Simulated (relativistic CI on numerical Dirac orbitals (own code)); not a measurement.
**Hyperfine structure of Dy XIX, mass number 163**

Calculated at this level of theory: Dirac-Coulomb-Breit CI, KLI orbitals optimised for each configuration, QED by a radiative potential, unscaled Slater integrals (own radial code, finite nucleus).

CI space (outside the closed core [Ar] 3d10 4s2): 4p⁶4d¹⁰4f², 4p⁶4d¹⁰4f5s, 4p⁶4d¹⁰5s², 4p⁶4d¹⁰4f5p, 4p⁶4d¹⁰5s5p, 4p⁶4d⁹4f³, 4p⁶4d¹⁰5p², 4p⁶4d¹⁰5s5d, 4p⁶4d¹⁰4f5d, 4p⁶4d¹⁰5p5d, 4p⁶4d⁹4f5s², 4p⁶4d¹⁰4f5f, 4p⁵4d¹⁰4f³, 4p⁶4d¹⁰5d², 4p⁶4d⁹4f²5s, 4p⁶4d¹⁰4f6s. Levels of other configurations are missing.

Nuclear spin I = 5/2, μ = 0.671 μN, Q = 2.65 b (tables of Stone and Pyykkö). The electronic factors are computed for point nuclear moments, without core polarisation or the Bohr-Weisskopf and QED corrections.

```tsv
Level	E (cm⁻¹)	A (MHz)	B (MHz)
4p⁶4d¹⁰4f² ³H4	0.0	553.6	5460
4p⁶4d¹⁰4f² ³H5	9309.9	398.9	5820
4p⁶4d¹⁰4f² ³F2	12841.3	539.5	-1760
4p⁶4d¹⁰4f² ³H6	18231.7	316.1	6510
4p⁶4d¹⁰4f² ³F3	19308.1	354.7	-1700
4p⁶4d¹⁰4f² ³F4	31314.8	307	-387
4p⁶4d¹⁰4f² ¹D2	45229.8	354.3	-3610
4p⁶4d¹⁰4f² ¹I6	55360.2	391.5	12800
```

Levels with J = 0, under 50 % of one LS term, or S terms without an open s electron are left out. Small factors come from cancelling terms and can be off by tens of per cent or more.

At this charge transitions that keep the count of f electrons are usually good to a few per cent. Terms inside the open d or f shell come out 10 to 20 % too wide with unscaled integrals. Levels that differ in their count of f electrons can be misplaced by several ten thousand cm⁻¹, since the correlation energy of f electrons is missing or only estimated; rates across such gaps can be off by orders of magnitude.

(1) Give the hyperfine levels of 4p⁶4d¹⁰4f² ³H4 relative to its centre of gravity.

Answers

(1) With K = F(F + 1) − I(I + 1) − J(J + 1), E = AK/2 + B[¾K(K + 1) − I(I + 1)J(J + 1)]/[2I(2I − 1)J(2J − 1)]: F = 3/2: -4241, F = 5/2: -4465, F = 7/2: -4164, F = 9/2: -2725, F = 11/2: 641.9, F = 13/2: 6900 MHz.

LS names give the leading component of a level, which can be under half, so a name can repeat, a term be missing and a line seem to break the LS rules.
